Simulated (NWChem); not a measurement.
Species: C₂H₄BN₃; SMILES NB1C=NC=N1

```xyz
10

N      0.0783    -2.1071     0.0000
B      0.0185    -0.7215     0.0000
C      1.1937     0.3741     0.0000
N      0.6467     1.5433     0.0000
C     -0.8029     1.2742     0.0000
N     -1.2357     0.0718     0.0000
H      0.9371    -2.6395     0.0000
H     -0.7633    -2.6700     0.0000
H      2.2827     0.3066     0.0000
H     -1.4441     2.1573     0.0000
```
Atoms are numbered in this order, from 1.

Level: B3LYP/6-31G* (spherical d) (NWChem), optimised geometry, unscaled harmonic frequencies. B3LYP is NWChem's, with the RPA form of VWN correlation.

List the harmonic frequencies with IR intensities, and the thermochemistry.


| frequency (cm⁻¹) | IR intensity (km/mol) |
|---|---|
| 159 | 2.8 |
| 299 | 2.6 |
| 411 | 18.6 |
| 565 | 175.3 |
| 583 | 3.9 |
| 613 | 7.4 |
| 693 | 44.6 |
| 786 | 1.2 |
| 835 | 20.6 |
| 855 | 2.4 |
| 902 | 14.7 |
| 935 | 38.4 |
| 1000 | 0.1 |
| 1167 | 89.3 |
| 1303 | 1.7 |
| 1357 | 33.7 |
| 1459 | 106.0 |
| 1593 | 38.9 |
| 1662 | 215.5 |
| 1670 | 21.9 |
| 3155 | 30.4 |
| 3170 | 41.5 |
| 3581 | 53.5 |
| 3680 | 34.1 |

| Item | Result |
|---|---|
| zero-point energy | 46.3 kcal/mol |
| thermal correction to the enthalpy at 298.15 K (with zero-point energy) | 50.2 kcal/mol |
| heat capacity Cv | 18.9 cal/(mol K) |
| entropy at 298.15 K and 1 atm (symmetry number 1) | 72.6 cal/(mol K) |
| dipole moment | 3.57 D |

Rigid rotor and harmonic oscillator.
